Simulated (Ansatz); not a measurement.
Consider the cleavage of the Si–In bond: `O=[CH][InH][SiH2]O` + `[OH][GeH3]` → `O[SiH2][O][GeH3]` + `O=[CH][InH2]`.

Computed with Ansatz on PBE0-D4/def2-TZVP structures; ΔE is electronic, products minus reactants. CBS: MP2 limit from def2 TZ/QZ plus the TZ coupled-cluster correction, frozen cores. DFT in def2-TZVPP. Elements past krypton have def2 core potentials. For Ge, In outer-core shells are correlated without core-valence functions, which leaves a few kJ/mol of doubt a bond. Scalar relativity is left out up to krypton. One conformer a species, not always the lowest.

Q: Is it downhill or uphill in electronic energy at CCSD(T)/CBS, and by how much? (An estimate is asked.)

A: The calculation gave: Downhill: ΔE = -95.0 kJ/mol.

Q: What do these levels give: revPBE-D4, r2SCAN-D4, BHLYP-D4, ωB97X-V, ωB97M-V, B2PLYP, revPBE, LC-ωPBE, MP2/def2-TZVPP, CCSD/def2-TZVPP, MP2/CBS(def2), CCSD/CBS(def2)? (Best estimate.)

A: The calculation gave: revPBE-D4 -79.8, r2SCAN-D4 -96.4, BHLYP-D4 -106.0, ωB97X-V -98.3, ωB97M-V -98.5, B2PLYP -100.4, revPBE -79.4, LC-ωPBE -97.7, MP2/def2-TZVPP -100.5, CCSD/def2-TZVPP -103.9, MP2/CBS(def2) -95.7, CCSD/CBS(def2) -99.1 kJ/mol.

Largest T1 diagnostic among the species: 0.017.

Leaving LDA and LC-ωPBE aside and taking each functional with its dispersion term where it has one, the values, not all of them listed here, spread over 30.3 kJ/mol, from B97M-V to PBE-D4. In def2-TZVPP, CCSD(T) changes the Hartree–Fock value by +29.4 kJ/mol (the triples alone add +4.1 kJ/mol) and MP2 by +28.7 kJ/mol.
